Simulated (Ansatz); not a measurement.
Li₂Br₂ (the lowest singlet isomer of a short search) was relaxed with PBE0-D4 (def2-TZVP) in Ansatz in these states: charge +1 doublet, neutral quintet, neutral singlet, neutral triplet. The geometries follow in no particular order.

A:

```xyz
4

Li    1.507   -0.660   -0.974
Li   -1.092    1.139    1.078
Br    0.270   -0.913    1.142
Br   -0.685    0.433   -1.247
```

B:

Cartesian coordinates in Å:
```
Li 1.617 -0.794 -0.151
Li -1.619 0.788 0.166
Br -1.556 -2.919 -1.320
Br 1.557 2.925 1.305
```

C:

Cartesian coordinates in Å:
```
Li 1.131 1.643 0.436
Li -1.166 -1.669 -0.157
Br 1.198 -0.818 -0.070
Br -1.163 0.844 -0.209
```

D:

```xyz
4

Li   -1.3217   -0.1850   -0.0857
Li    1.3217    0.1850    0.0859
Br   -0.2088    1.8006   -0.6643
Br    0.2089   -1.8006    0.6641
```

Question: Judge from the bond lengths which geometry belongs to which state (an estimate).

Answer: A is the charge +1 doublet (Li2–Br4 2.464 Å, Li1–Br4 2.464 Å, Li2–Br3 2.464 Å); B is the neutral quintet (Li2–Br4 3.995 Å, Li1–Br4 3.994 Å, Li2–Br3 3.994 Å); C is the neutral triplet (Li2–Br4 2.514 Å, Li1–Br4 2.514 Å, Li2–Br3 2.514 Å); D is the neutral singlet (Li2–Br4 2.349 Å, Li1–Br4 2.348 Å, Li2–Br3 2.348 Å).

In the charge 1 doublet, Br3 and Br4 lie 2.90 Å apart (atoms count from 1), so these atoms are partly bonded to each other. In the triplet, Br3 and Br4 lie 2.89 Å apart (atoms count from 1), so these atoms are partly bonded to each other. The neutral quintet has come apart into loosely held pieces.
